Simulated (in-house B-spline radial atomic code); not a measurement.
**Binding energies in Sm5+**

NIST's tabulated ground configuration is [Xe] 4f3; each binding energy is the energy of the ion with one electron taken from that subshell, relaxed, less that of the parent. Computed with an all-electron radial atomic-structure program (B-spline basis): Dirac-Hartree-Fock, average of configuration, Fermi nucleus of rms radius 5.0819 fm. Energies include first-order Breit, QED and recoil terms.

```
subshell  X-ray name  binding energy (eV)  -ε (eV)  relaxation (eV)
      1s           K              46917.2  47183.8             72.2
      2s          L1               7829.6   7890.6             38.9
   2p1/2          L2               7399.2   7463.7             43.0
   2p3/2          L3               6803.8   6859.4             41.0
      3s          M1               1820.1   1842.0             17.8
   3p1/2          M2               1635.8   1658.0             18.5
   3p3/2          M3               1513.1   1533.1             17.7
   3d3/2          M4                 1197   1217.9             19.7
   3d5/2          M5               1171.1   1191.2             19.4
      4s          N1                443.7    450.5              6.0
   4p1/2          N2                370.9    377.4              5.9
   4p3/2          N3                343.4    349.2              5.4
   4d3/2          N4                221.4    226.6              5.1
   4d5/2          N5                216.4    221.4              5.0
      5s          O1                115.3    116.2              0.7
   5p1/2          O2                90.54    91.32             0.68
   5p3/2          O3                85.67    86.31             0.59
      4f        N6,7                 82.5    86.06             3.73
```

Relaxation = -ε minus the binding energy without Breit, QED and recoil terms.

Emission lines follow as differences of binding energies, with λ = 12398.42 eV·Å / E:

```tsv
line	holes	energy (eV)	wavelength (Å)
K-L3	1s → 2p3/2	40113.4	0.30908
K-L2	1s → 2p1/2	39518.0	0.31374
K-M3	1s → 3p3/2	45404.1	0.27307
L3-M5	2p3/2 → 3d5/2	5632.7	2.2012
L2-M4	2p1/2 → 3d3/2	6202.2	1.999
L1-M3	2s → 3p3/2	6316.5	1.9629
L3-M1	2p3/2 → 3s	4983.7	2.4878
L2-N4	2p1/2 → 4d3/2	7177.8	1.7273
```

(1) What screening constant σ does Moseley's law, E = (3/4)·13.6057 eV·(Z - σ)², need for K-L3?

Moseley's non-relativistic formula needs a falling, then negative, screening constant for heavy elements, because relativity binds the 1s electron more strongly than the formula allows.

(2) What does it cost to remove both a 3d5/2 and a 5p1/2 electron?

(3) What does it cost to remove both a 3d3/2 and a 5p3/2 electron?

(4) What does it cost to remove both a 3p1/2 and a 4s electron?

## Answers

(1) σ = -0.70.

(2) 1280.4 eV, which is 18.72 eV more than the two single binding energies together.

(3) 1300.8 eV, which is 18.17 eV more than the two single binding energies together.

(4) 2113.7 eV, which is 34.26 eV more than the two single binding energies together.
